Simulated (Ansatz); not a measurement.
System: sum formula YOF, charge 0, multiplicity 1. SMILES: [O]=[Y][F]
Coordinates optimised at B3LYP-D3(BJ)/def2-TZVP (Ansatz, a first-principles code):
```xyz
3

Y      0.1361    -0.1179     0.2673
O      1.2660    -0.1525    -1.1654
F     -1.7151     0.6464    -0.1222
```

Computed values are from Ansatz. Valence correlation only, unless marked. UHF or UKS for open shells. Spin-orbit coupling is left out. The frozen core is the preceding noble-gas configuration, with the filled d and f shells of earlier blocks. Past Kr the def2 sets carry scalar-relativistic core potentials. Basis-set limits of correlation are two-point, X^-3; Hartree-Fock from the larger set. The bracket is a focal-point correction in the basis named.

```
Item                                                                                                           Result
-------------------------------------------  ------------------------------------------------------------------------
vertical ionisation energy (to the doublet)  8.99 eV at RI-MP2/CBS(def2-TZVPPD,def2-QZVPPD)+[CCSD(T)-MP2]/def2-TZVPPD
vertical triplet-singlet gap                 2.88 eV at RI-MP2/CBS(def2-TZVPPD,def2-QZVPPD)+[CCSD(T)-MP2]/def2-TZVPPD
total energy                                                     -213.0233 Eh at CCSD(T)/CBS(def2-TZVPPD,def2-QZVPPD)
dipole moment                                                                             8.20 D at CCSD(T)/def2-SVPD
T1 diagnostic                                                                               0.021 at CCSD/def2-QZVPPD
```
